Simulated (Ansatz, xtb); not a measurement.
# C3H6F2Se: which of two isomers lies lower

Structure I: `CC(F)(F)C[SeH]`, a singlet. Structure II: `CC[Se]C(F)F`, a singlet. Both are isolated molecules in the gas phase, relaxed with PBE-D3(BJ)/def2-SVP; each stands in its lowest conformer found.

Task: Estimate which is lower in electronic energy at CCSD(T)/def2-SVP + ΔMP2/def2-TZVPP, and by roughly how much.

Result: The CCSD(T)/def2-SVP + ΔMP2/def2-TZVPP calculation puts structure I lower, by 10.8 kcal/mol.

Level by level:

```
                             level             geometry  E(II) − E(I) (kcal/mol)  departure from the last row (kcal/mol)  job, with rough time for the two
                          GFN2-xTB             GFN2-xTB                      +6.6                                    −4.3              optimisation, 0.13 s
                         HF/STO-3G             GFN2-xTB                      +1.4                                    −9.4              single point, 0.28 s
                r2SCAN-D4/def2-SVP             GFN2-xTB                     +11.8                                    +1.0               single point, 1.4 s
               PBE-D3(BJ)/def2-SVP  PBE-D3(BJ)/def2-SVP                      +9.7                                    −1.2                optimisation, 12 s
                       HF/def2-SVP  PBE-D3(BJ)/def2-SVP                     +15.6                                    +4.8           part of the CCSD(T) run
                      MP2/def2-SVP  PBE-D3(BJ)/def2-SVP                     +13.6                                    +2.7           part of the CCSD(T) run
                  CCSD(T)/def2-SVP  PBE-D3(BJ)/def2-SVP                     +14.1                                    +3.2                      single point
CCSD(T)/def2-SVP + ΔMP2/def2-TZVPP  PBE-D3(BJ)/def2-SVP                     +10.8                                                        single point, 26 s
```

As drawn, II has 1 C–Se, 1 C–H in place of 1 C–C, 1 Se–H.

The levels shown agree on the order. The largest departure from CCSD(T)/def2-SVP + ΔMP2/def2-TZVPP is that of HF/STO-3G, 9.4 kcal/mol. The last row adds to CCSD(T) the change of the MP2 difference between the two basis sets, here −3.2 kcal/mol, a large step that makes the value less sure.

With thermal terms from frequencies at re-optimised GFN2-xTB minima (ideal gas, soft modes damped towards free rotors, one conformer each, 298.15 K, 1 atm): the zero-point term adds +2.1 kcal/mol; ΔH is +13.0 and ΔG +12.8 kcal/mol.

The correlated steps freeze 14 core orbitals; the filled d shell of Se is correlated, in a basis made for valence electrons. Run with Ansatz 0.2.0, xtb 6.7.1; the last row on 4 threads of AMD EPYC 9R45 96-Core Processor (Zen 5) on a shared host.
